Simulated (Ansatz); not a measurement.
Consider the substitution at a C–O bond: `COB(F)OC` + `OC(O)[SeH]` → `COC(O)[SeH]` + `COB(O)F`.

Program: Ansatz. Geometries: PBE0-D4/def2-TZVP. ΔE: electronic, gas phase. CCSD(T)/CBS adds triple-zeta CCSD(T) − MP2 to the extrapolated MP2 energy (def2 sets, frozen cores). For Se outer-core shells are correlated without core-valence functions, which leaves a few kJ/mol of doubt a bond. Scalar relativity is left out up to krypton. One conformer a species, not always the lowest.

| species | CCSD(T)/CBS(def2) energy (Eh) |
| --- | --- |
| `COB(F)OC` | -354.79573 |
| `OC(O)[SeH]` | -2591.49080 |
| `COC(O)[SeH]` | -2630.73611 |
| `COB(O)F` | -315.55592 |

Problem. Work out ΔE.

Solution. ΔE = (-2630.73611) + (-315.55592) − (-354.79573) − (-2591.49080) = -0.00550 Eh = -0.15 eV.

Largest T1 diagnostic among the species: 0.012.

From BLYP to BHLYP (50 % exact exchange), in def2-TZVPP and without D4, ΔE moves by −0.04 eV. Leaving LDA and LC-ωPBE aside and taking each functional with its dispersion term where it has one, the values, not all of them listed here, spread over 0.05 eV, from PBE-QIDH to PBE-D4.
